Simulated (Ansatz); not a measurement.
`[NH]=[W](=[NH])([OH])[Cl]` + `[NH2][Nb](=[O])([OH])[OH]` → `[NH]=[W](=[NH])([NH2])[OH]` + `[O]=[Nb]([OH])([OH])[Cl]`  (redistribution)

Computed with Ansatz on PBE0-D4/def2-TZVP structures; ΔE is electronic, products minus reactants. CBS: MP2 limit from def2 TZ/QZ plus the TZ coupled-cluster correction, frozen cores. DFT in def2-TZVPP. Elements past krypton have def2 core potentials. For Nb, W outer-core shells are correlated without core-valence functions, which leaves a few kJ/mol of doubt a bond. Each species was taken in one conformer, which may not be the lowest.

`[NH]=[W](=[NH])([OH])[Cl]`:

Cartesian coordinates in Å:
```
N -0.544 -1.243 -0.730
W 0.022 0.313 -0.180
N -0.744 0.773 1.317
O 1.882 0.193 0.149
Cl -0.519 1.866 -1.774
H -1.124 -2.066 -0.683
H -1.367 0.702 2.105
H 2.394 -0.538 -0.204
```

`[NH2][Nb](=[O])([OH])[OH]`:

Z-matrix (Å, degrees):
```
Nb
O 1 1.695
O 1 1.908 2 108.8
N 1 1.969 2 106.1 3 119.4
O 1 1.907 2 108.9 3 -121.2
H 3 0.956 1 134.9 2 174.1
H 4 1.010 1 123.7 2 0.5
H 4 1.010 1 126.3 2 -178.2
H 5 0.956 1 135.8 2 -164.3
```

`[NH]=[W](=[NH])([NH2])[OH]`:

Cartesian coordinates in Å:
```
N 0.522 -1.364 -1.150
W -0.063 0.022 -0.251
N 1.060 1.367 -0.153
N -0.372 -0.579 1.580
O -1.675 0.619 -1.087
H 1.147 -1.924 -1.706
H 1.925 1.856 -0.325
H -0.183 -0.010 2.390
H -0.499 -1.546 1.830
H -1.861 1.559 -1.128
```

`[O]=[Nb]([OH])([OH])[Cl]`:

Z-matrix (Å, degrees):
```
Nb
O 1 1.886
O 1 1.886 2 109.7
O 1 1.689 2 108.5 3 118.3
Cl 1 2.309 2 110.7 3 -122.6
H 2 0.959 1 129.8 3 -122.0
H 3 0.959 1 129.8 2 121.9
```

```tsv
level	ΔE (kJ/mol)
r2SCAN0-D4	-40.1
ωB97M-V	-40.0
PBE-QIDH	-38.7
BLYP	-37.6
r2SCAN	-39.9
PBE0	-39.4
HF/def2-QZVPP	-41.8
SCS-MP2/def2-QZVPP	-34.2
```

What does CCSD(T)/CBS give? (An estimate is asked.)

The calculation gave: -37.9 kJ/mol. The listed levels differ from it by -2.2, -2.1, -0.8, 0.3, -2.0, -1.5, -3.9, 3.7 kJ/mol.

Largest T1 diagnostic among the species: 0.022, so the coupled-cluster value is less sure than usual.

Leaving LDA and LC-ωPBE aside and taking each functional with its dispersion term where it has one, the values, not all of them listed here, spread over 3.3 kJ/mol, from ωB97X-V to BLYP-D4. At CCSD(T), def2-SVP lies −3.3 kJ/mol from the extrapolated value and def2-TZVPP −2.4 kJ/mol.
